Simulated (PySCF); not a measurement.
SMILES C(=C/c1cccs1)/c1cccs1 (C₁₀H₈S₂), GFN2-xTB optimised geometry. Atoms within 1.6 Å of the plane z = 1.0 Å (x, y, z in Å): C1 (1.35, -1.68, 0.28), C2 (1.49, -0.40, -0.09), C3 (0.55, 0.68, 0.00), C4 (-0.82, 0.68, 0.00), C5 (-1.38, 1.98, 0.02), C6 (-0.44, 2.96, 0.03), S7 (1.16, 2.32, 0.00), C8 (0.29, -2.30, 1.03), C9 (-0.57, -1.78, 1.96), C10 (-1.41, -2.75, 2.54), C11 (-1.20, -3.99, 2.04), S12 (0.05, -4.02, 0.87), H13 (2.15, -2.36, 0.00), H14 (2.44, -0.12, -0.55), H15 (-1.40, -0.22, -0.04), H16 (-2.44, 2.17, 0.02), H17 (-0.58, 4.02, 0.05), H18 (-0.56, -0.74, 2.25), H20 (-1.71, -4.91, 2.29).

Calculation: PBE/def2-SVP (PySCF). Cells within 0.4 Å of a nucleus heavier than hydrogen are left out (blank, or x).

Map of the electrostatic potential (hartree/e), clipped to [-0.08, 0.12] on the plane z = 1.0 Å:

```
|1111111111111111111111111|
|1111111111222111111111111|
|1111111112222211111111111|
|1111111122232211111111111|
|1111111112343221111111111|
|1111111112343322111111111|
|1111112211387564100111111|
|1111122223488999200111111|
|1111122348746999411111111|
|1111122237645897311111111|
|1111111123655863211111111|
|1111111113875963211111111|
|1111111122443554211111111|
|1111111112233455100111111|
|1111111111357899200111111|
|1111111001599999611111111|
|111111000159xx99521111111|
|1111100001599996321111111|
|1111100003999994211111111|
|111111001699x993111111111|
|111111001699x992111111111|
|1111111123899951011111111|
|1111111122467410011111111|
|1111111122222110111111111|
|1111111122221111111111111|
```
Scale: ten equal steps from -0.019 (start of '0') to 0.120 (end of '9'), in the order '0123456789'; x runs from -6.50 to 6.50, y from -6.50 (bottom) to 6.50 (top).
